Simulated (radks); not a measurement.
The numbers below are computed, except where a source is named.
Q: The hafnium ion Hf+, configuration [Xe] 4f14 5d1 6s2 (the NIST ground configuration). Level of theory: scalar-relativistic Kohn-Sham, PBEsol, spin-polarised, spherical densities, finite nucleus; open shells are filled with parallel spins first (spin-orbit coupling, left out, can overturn this in heavy ions); Fermi nuclear charge, rms radius 5.347 fm (a radial shooting solver on a logarithmic mesh with Libxc functionals). Some entries of the table are withheld. Estimate them.

| orbital | occ. | eigenvalue (hartree) | <r^2> (bohr^2) | r(max) (bohr) |
|---|---|---|---|---|
| 1s down | 1 | -2397.892 | 0.0004954 | 0.01191 |
| 1s up | 1 | -2397.892 | 0.0004954 | 0.01191 |
| 2s up | 1 | -410.4075 | 0.007646 | 0.06809 |
| 2s down | 1 | -410.4063 | 0.007646 | 0.06809 |
| 2p up | 3 | -360.5360 | 0.006286 | 0.05568 |
| 2p down | 3 | -360.5351 | 0.006286 | 0.05568 |
| 3s up | 1 | -93.76786 | 0.04981 | 0.1922 |
| 3s down | 1 | -93.76770 | 0.04981 | 0.1922 |
| 3p up | 3 | -78.86281 | 0.05044 | 0.1898 |
| 3p down | 3 | -78.86259 | 0.05044 | 0.1898 |
| 3d up | 5 | -61.18849 | 0.04188 | 0.1546 |
| 3d down | 5 | -61.18785 | 0.04188 | 0.1546 |
| 4s up | 1 | -19.15165 | 0.2478 | 0.4374 |
| 4s down | 1 | -19.15092 | 0.2478 | 0.4374 |
| 4p up | 3 | -14.25969 | 0.2820 | 0.4583 |
| 4p down | 3 | -14.25901 | 0.2820 | 0.4583 |
| 4d up | 5 | -7.93234 | 0.3327 | 0.4710 |
| 4d down | 5 | -7.93143 | 0.3326 | 0.4710 |
| 5s up | 1 | -2.81160 | 1.446 | 1.015 |
| 5s down | 1 | -2.79826 | 1.439 | 1.014 |
| 5p up | 3 | -1.65357 | (1) | 1.158 |
| 5p down | 3 | -1.63472 | (2) | 1.156 |
| 4f up | 7 | -0.96376 | 0.5929 | 0.4544 |
| 4f down | 7 | -0.96035 | 0.5874 | 0.4543 |
| 6s up | 1 | -0.44532 | 10.68 | 2.718 |
| 6s down | 1 | -0.42706 | 11.01 | 2.748 |
| 5d up | 1 | -0.40558 | (3) | 1.633 |
| 5d down | 0 | -0.38106 | (4) | 1.626 |

A: 
(1) 5p up <r^2> (bohr^2): 2.025
(2) 5p down <r^2> (bohr^2): 2.013
(3) 5d up <r^2> (bohr^2): 5.534
(4) 5d down <r^2> (bohr^2): 5.686
